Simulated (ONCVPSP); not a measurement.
**tellurium: one change to an ONCV potential, before and after**

ONCVPSP 4.0.1 input, shortened (lines: element, Z, core and valence counts, functional; n l f; lmax; l rc ep ncon nbas qcut; lloc lpopt rc5 dvloc0; l nproj debl; icmod fcfact rcfact), LDA (Perdew-Wang 92), fully relativistic:

```
  Te 52.00    9    2  -001012      upf
    1    0    2.00
    2    0    2.00
    2    1    6.00
    3    0    2.00
    3    1    6.00
    3    2   10.00
    4    0    2.00
    4    1    6.00
    4    2   10.00
    5    0    2.00
    5    1    3.00
    2
    0    1.90    0.00    4    7    3.30
    1    2.20    0.00    4    8    3.50
    2    2.05    0.14    3    7    4.90
    4    3    1.35    4.00
    0    2    0.80
    1    1    1.60
    2    2    1.60
    3    5.50    1.05
```

Open shells are filled in proportion to 2j + 1.

In the s channel the program set the typed energies aside and used -0.872, 0.250 Ha.

Change: functional PW91. In the s channel the program set the typed energies aside and used -0.864, 0.250 Ha.

Cutoffs: the cutoffs (Ha) at which the residual kinetic energy of the hardest occupied pseudo-wave falls to 1 and 0.1 mHa per electron; they do not see the model core or the augmentation charge, which bear on the density cutoff. Errors are all-electron minus pseudo energies relative to the spin-unpolarised reference configuration.

Problem. What does the change do?

Solution. The potential gets neither clearly harder nor softer (23 Ha and 37 Ha → 23 Ha and 37 Ha); both files keep a bound ghost (d); of the 4 tests that both files solve, the error grows in 1 and shrinks in 3 by more than 15 % and 0.3 meV (median size 10.9 → 6.8 meV).

```csv
quantity,base,changed
"cutoff, loose",23 Ha,23 Ha
"cutoff, tight",37 Ha,37 Ha
loose cutoff by channel,"s 23 Ha, p 7.8 Ha","s 23 Ha, p 7.6 Ha"
bound ghosts,"d5/2, d3/2","d5/2, d3/2"
GHOST(+) flags under 300 eV,s at 69.6 eV,s at 69.4 eV
"error for 5s2 5p4, meV [ΔE -9.93 → -9.81 eV]",+6.2,+3.5
"error for 5s2 5p2, meV [ΔE 18.19 → 18.02 eV]",+8.7,+3.3
"error for 5s2 5p1, meV [ΔE 45.45 → 45.05 eV]",+35,+10
"error for 5s0 5p6, meV [ΔE 8.91 → 8.88 eV]",+13,+18
s: phases at 1.93 bohr within 0.05 rad from the reference energy up to (Ha; the scan ends near 5),2.2,2.2
p3/2: phases at 2.23 bohr within 0.05 rad from the reference energy up to (Ha; the scan ends near 5),0.7,0.7
p1/2: phases at 2.23 bohr within 0.05 rad from the reference energy up to (Ha; the scan ends near 5),0.7,0.7
d5/2: phases at 2.09 bohr within 0.05 rad from the reference energy up to (Ha; the scan ends near 5),4.3,4.3
d3/2: phases at 2.09 bohr within 0.05 rad from the reference energy up to (Ha; the scan ends near 5),4.2,4.2
"rms error of d²Exc/dni dnj with the model core, mHa",8.74,8.02
```

Base: The cutoffs count occupied waves only; projector 2 of the d channel, the hardest unoccupied one, needs 60 Ha at the loose tolerance. Changed file: The cutoffs count occupied waves only; projector 2 of the d channel, the hardest unoccupied one, needs 60 Ha at the loose tolerance. A true bound ghost makes a file unfit for plane-wave use even where its test errors are small: the radial tests pick states by their node count and pass the ghost by.
